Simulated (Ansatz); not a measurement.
```yaml
crystal:
  periodic: [false, false, false]
  atoms:
    - {symbol: B, position_ang: [0.669082, 1.638592, 0.948592]}
    - {symbol: O, position_ang: [-0.561822, 1.157664, 1.024098]}
    - {symbol: Sn, position_ang: [-1.399094, -0.296785, -0.097050]}
    - {symbol: B, position_ang: [0.289835, -1.598874, -0.896032]}
    - {symbol: O, position_ang: [1.572906, -1.246017, -0.785132]}
    - {symbol: H, position_ang: [1.477878, 1.222642, 0.125563]}
    - {symbol: H, position_ang: [1.029867, 2.513549, 1.691189]}
    - {symbol: H, position_ang: [-2.459050, -1.012244, 1.032565]}
    - {symbol: H, position_ang: [-2.321814, 0.592370, -1.227124]}
    - {symbol: H, position_ang: [0.042861, -2.646308, -1.423231]}
    - {symbol: H, position_ang: [1.724750, -0.381692, -0.372838]}
basis:
  gaussian: {orbitals: STO-3G}
magnetization: {spin_polarized: true, initial_magnetization: 2}
hamiltonian: {xc: {name: revPBE0}}
output: {forces: true}
```

```sh
$ ansatz run in.yaml --threads 4 --pin off --events-out ev --progress --plain --max-ram 10444MiB
```

Output, abridged:

```
Functional definition: revPBE0
728 factors; integrals over basis functions are off by at most 6.1e-5 eV
mean field evaluation 1: about -167787.8633 eV, gradient 1.3e1 eV
mean field evaluation 2: about -167787.5162 eV, gradient 1.7e1 eV
mean field evaluation 4: about -167789.3912 eV, gradient 7.1e-1 eV
mean field evaluation 8: about -167789.3178 eV, gradient 8.4e-2 eV
mean field evaluation 16: about -167789.3179 eV, gradient 1.1e-4 eV
mean field -167789.31794679 eV, -6166.1437028598 hartree, gradient 5.9e-5 eV, S^2 2.003243; 2 other end points of the search recorded, 0 dependent functions left out
reference -167789.31796881 eV, -6166.1437036691 hartree; 42, 40 occupied and 11, 13 virtual orbitals, 728 factors
Total energy: -167789.31796881 eV, -6166.1437036691 hartree
Atom 0 at     0.669082     1.638592     0.948592 Å, force     0.692266     0.228670    -0.173590 eV/Å
Atom 1 at    -0.561822     1.157664     1.024098 Å, force     0.099164    -0.445471    -0.524593 eV/Å
Atom 2 at    -1.399094    -0.296785    -0.097050 Å, force     0.223247    -0.525222     0.005208 eV/Å
Atom 3 at     0.289835    -1.598874    -0.896032 Å, force    -4.086224    -1.529581    -0.527246 eV/Å
Atom 4 at     1.572906    -1.246017    -0.785132 Å, force     2.554907    -0.288576    -0.205602 eV/Å
Atom 5 at     1.477878     1.222642     0.125563 Å, force    -0.503372     0.227728     0.675277 eV/Å
Atom 6 at     1.029867     2.513549     1.691189 Å, force    -0.277968    -0.488476    -0.431030 eV/Å
Atom 7 at    -2.459050    -1.012244     1.032565 Å, force     0.441797     0.159829    -0.695168 eV/Å
Atom 8 at    -2.321814     0.592370    -1.227124 Å, force     0.426757    -0.338768     0.498287 eV/Å
Atom 9 at     0.042861    -2.646308    -1.423231 Å, force    -0.692615     0.721267     0.487873 eV/Å
Atom 10 at     1.724750    -0.381692    -0.372838 Å, force     1.122042     2.278600     0.890583 eV/Å
Dipole moment:    -0.346831     0.147458     0.044299 e Å
```

Run time 1.6 s (4 threads of an Arm Neoverse V2 on a shared host); peak host memory 0.5 GiB.
